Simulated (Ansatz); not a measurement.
One change: `C[NH][In]([Cl])[Cl]` becomes `[OH][In]([Cl])[Cl]`.

Ansatz, PBE0-D4/def2-TZVP geometries, multiplicity 1. Each molecule was computed in one conformer, which needn't be the lowest.

Elements past krypton have def2 core potentials.

| property | `C[NH][In]([Cl])[Cl]` |
| --- | --- |
| HOMO–LUMO gap (PBE0/def2-TZVPP) / eV | 5.19 |
| HOMO–LUMO gap (B3LYP/def2-TZVPP) / eV | 4.67 |
| zero-point energy (PBE0-D4/def2-TZVP) / kJ/mol | 146.3 |
| LUMO energy (ωB97M-V/def2-TZVPP) / eV | -0.07 |
| LUMO energy (PBE/def2-TZVPP) / eV | -2.87 |
| HOMO energy (B3LYP/def2-TZVPP) / eV | -6.97 |

Question: What does the change do to each property? (Estimate.)

Answer: Computed: 
```
                                      property  `[OH][In]([Cl])[Cl]`   shift
          HOMO–LUMO gap (PBE0/def2-TZVPP) / eV                  6.68    1.49
         HOMO–LUMO gap (B3LYP/def2-TZVPP) / eV                  6.08    1.41
zero-point energy (PBE0-D4/def2-TZVP) / kJ/mol                  40.3  -106.0
         LUMO energy (ωB97M-V/def2-TZVPP) / eV                 -0.60   -0.53
             LUMO energy (PBE/def2-TZVPP) / eV                 -3.45   -0.58
           HOMO energy (B3LYP/def2-TZVPP) / eV                 -8.96   -1.99
```

With PBE0 the HOMO falls by 2.06 eV and the LUMO falls by 0.57 eV, so the gap widens by about 1.49 eV. PBE moves the HOMO by -1.76 eV and ωB97M-V by -2.02 eV. The zero-point energy changes by -106.0 kJ/mol with -12 modes.

B3LYP here is the variant with VWN-RPA as its local correlation; programs differ in this.
